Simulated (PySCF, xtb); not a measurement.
SiHClBr2, SMILES Br[SiH](Br)Cl.

xtb with GFN2-xTB at its own geometry gives an orbital gap of 5.99 eV and a dipole moment of 5.62 D.

Geometry optimised at PBE0-D3(BJ)/def2-SVP.

Task: What does PySCF with PBE0/def2-TZVP give? (An estimate is asked for; the answer gives what the named calculation found.)

Result: gap 7.83 eV (levels -8.73 and -0.90 eV), dipole 0.73 D.
